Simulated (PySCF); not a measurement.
A species of formula C4H12Ge has this rotational fingerprint, computed with PBE0-D3(BJ)/def2-SVP geometry optimisation, gas phase in PySCF:

```
Rotational constants : A = 2881, B = 2879, C = 2877 MHz
Dipole components    : |μa| = 0.00 D, |μb| = 0.00 D, |μc| = 0.00 D
Inertial defect      : -175.32 u·Å²
```

Problem. Which structure is it? (One computed conformer of each.)
A. Ge(tBu)H3 (`[H][Ge]([H])([H])[C](C)(C)C`)
B. `[CH3][Ge]([CH3])([CH3])[CH3]`
C. `[CH3:1][CH2:2][C@H:3]([CH3:4])[GeH3:5]` with C1–C2–C3–C4 -176°
D. GeH3(nBu) (`[H][Ge]([H])([H])[CH2]CCC`)
E. `[CH3:1][CH2:2][CH2:3][CH2:4][GeH3:5]` with C1–C2–C3–C4 178°, C2–C3–C4–Ge5 62°
F. `[CH3:1][CH2:2][GeH:3]([CH3:4])[CH3:5]` with C1–C2–Ge3–C4 63°

Solution. B. It is [CH3][Ge]([CH3])([CH3])[CH3], a spherical top, point group Td. The candidates at the same level (rigid rotor, commonest isotopes):

| SMILES | A (MHz) | B (MHz) | C (MHz) | μa (D) | μb (D) | μc (D) | Δ (u·Å²) | point group | rotor |
| --- | --- | --- | --- | --- | --- | --- | --- | --- | --- |
| C[CH2][GeH]([CH3])[CH3] | 3803 | 2394 | 1990 | 0.31 | 0.00 | 0.44 | -90.00 | near Cs | asymmetric top |
| CCC[CH2][GeH3] | 7570 | 1166 | 1072 | 0.68 | 0.54 | 0.13 | -28.69 | C1 | near-prolate asymmetric top |
| [H][Ge]([H])([H])[CH2]CCC | 10752 | 979.8 | 947.3 | 0.85 | 0.08 | 0.19 | -29.28 | C1 | near-prolate asymmetric top |
| [H][Ge]([H])([H])[C](C)(C)C | 4311 | 1964 | 1964 | 0.81 | 0.00 | 0.00 | -117.20 | near C3v | – |
| [CH3][Ge]([CH3])([CH3])[CH3] | 2881 | 2879 | 2877 | 0.00 | 0.00 | 0.00 | -175.32 | Td | spherical top |
| CC[C@H](C)[GeH3] | 3675 | 2168 | 1468 | 0.82 | 0.34 | 0.20 | -26.41 | C1 | asymmetric top |

`[H][Ge]([H])([H])[C](C)(C)C` has A 50 % too high; `[H][Ge]([H])([H])[CH2]CCC` has A 273 % too high; `C[CH2][GeH]([CH3])[CH3]` has A 32 % too high; `CCC[CH2][GeH3]` has A 163 % too high; `CC[C@H](C)[GeH3]` has C 49 % too low. No structure here is proved a minimum.
